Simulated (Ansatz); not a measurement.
```yaml
crystal:
  periodic: [false, false, false]
  atoms:
    - {symbol: C, position_ang: [-0.929874, -0.081286, 0.596465]}
    - {symbol: Ta, position_ang: [0.854835, 0.066409, -0.578582]}
    - {symbol: O, position_ang: [2.097518, -0.278686, 0.544281]}
    - {symbol: F, position_ang: [0.794302, -1.270368, -1.890674]}
    - {symbol: F, position_ang: [1.009360, 1.836771, -1.173765]}
    - {symbol: H, position_ang: [-1.820276, 0.117847, -0.008950]}
    - {symbol: H, position_ang: [-1.015364, -1.081982, 1.031161]}
    - {symbol: H, position_ang: [-0.898302, 0.634097, 1.424065]}
basis:
  gaussian: {orbitals: def2-SVP, nuclear_model: gaussian}
magnetization: {spin_polarized: true, initial_magnetization: 1}
hamiltonian: {xc: {name: revPBE}}
scf: {lower_state_search: light}
```

```sh
$ ansatz run in.yaml --threads 2 --pin off --events-out ev --progress --plain --max-ram 22528MiB --backend cpu
```

Shortened log:

```
Error: a molecule whose nuclei and cores have a total charge of 48 cannot have a net charge of 0 together with 1 unpaired electrons
```

(1) Something in this input is off. What?

Results:

(1) The number of unpaired electrons doesn't fit the electron count. The input was rejected before any iteration.
